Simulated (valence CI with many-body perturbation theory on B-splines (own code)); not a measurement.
# Sensitivity of CI+MBPT for Ti⁺

Calculated by valence CI with perturbative core correlation (CI+MBPT): three valence electrons over a frozen Dirac-Fock core [Ar], radial functions for each j: 6 s, 6 p, 5 d, 5 f, 1 g, with the one-electron correlation potential Σ1, the two-electron term Σ2, the three-electron term Σ3, Breit, model QED; selected CI, second order for the rest, scaled by the run's own slope (own B-spline code, finite nucleus).

Against 21 measured levels this calculation errs by 804 cm⁻¹ on average and by 1723 at most. Only levels of the ground parity were solved; by the run's estimate the other parity begins above the list, which can be wrong where configurations are misplaced.

The reference run has the lowest level 3d2 4s 4F_3/2 and an ionisation energy of 13.4495 eV. Its largest variational space holds 6355 state functions.

| Level | Reference (cm⁻¹) | Shift (cm⁻¹) |
| --- | --- | --- |
| 3d2 4s 4F_5/2 | 92.5 | +4.8 |
| 3d2 4s 4F_7/2 | 222 | +11 |
| 3d2 4s 4F_9/2 | 388 | +20 |
| 3d3 4F_3/2 | 2055 | +42 |
| 3d3 4F_5/2 | 2128 | +42 |
| 3d3 4F_7/2 | 2228 | +42 |
| 3d3 4F_9/2 | 2352 | +43 |
| 3d2 4s 2F_5/2 | 4681 | +1862 |
| 3d2 4s 2F_7/2 | 4947 | +1878 |
| 3d2 4s 2D_3/2 | 9355 | +2024 |
| 3d2 4s 2D_5/2 | 9379 | +2000 |
| 3d3 2G_7/2 | 10158 | +1526 |

The ionisation energy moves by +0.0780 eV.

Task: Which of these changes was made?
A. correlating orbitals by l 3 3 3 3 1 → 4 4 3 0 0; QED terms on → off
B. cutoff of virtual states (hartree) 968 → 30
C. natural orbitals for correlation on → off; hole-hole ladder in Σ2 on → off

Result: C. natural orbitals for correlation on → off; hole-hole ladder in Σ2 on → off.
